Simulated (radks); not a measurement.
Valence configurations of Cu II (all share [Ar]). Calculated with a radial shooting solver on a logarithmic mesh with Libxc functionals: scalar-relativistic Kohn-Sham, LDA (Slater exchange, Perdew-Wang correlation), spin-polarised, spherical densities, point nucleus; open shells are filled with parallel spins first. Energies are relative to 3d10; eigenvalues in eV for spin up.

3d10: E (eV) 0.000; moment (Bohr magnetons) 0; e(3d) -14.007
3d9 4s1: E (eV) 2.866; moment (Bohr magnetons) 2; e(3d) -19.697; e(4s) -14.434
3d9.5 4p0.5: E (eV) 4.055; moment (Bohr magnetons) 1; e(3d) -17.552; e(4p) -8.056
3d8.5 4s1 4p0.5: E (eV) 8.517; moment (Bohr magnetons) 3; e(3d) -23.738; e(4p) -9.474; e(4s) -15.995
3d9 4p1: E (eV) 9.034; moment (Bohr magnetons) 2; e(3d) -21.309; e(4p) -9.199
3d8 4s2: E (eV) 9.842; moment (Bohr magnetons) 2; e(3d) -26.456; e(4s) -15.931
3d8 4s1.5 4p0.5: E (eV) 12.811; moment (Bohr magnetons) 3; e(3d) -27.276; e(4p) -9.933; e(4s) -16.767
3d8.5 4p1.5: E (eV) 15.099; moment (Bohr magnetons) 3; e(3d) -25.286; e(4p) -10.249
3d8 4s1 4p1: E (eV) 15.359; moment (Bohr magnetons) 4; e(3d) -27.985; e(4p) -10.542; e(4s) -17.482
3d7 4s1 4p2: E (eV) 33.027; moment (Bohr magnetons) 6; e(3d) -37.042; e(4p) -12.531; e(4s) -20.302

NIST lists [Ar] 3d10 as the ground configuration; this level of theory agrees among the configurations tried. The energies are those of spherical high-spin densities, not of single terms.
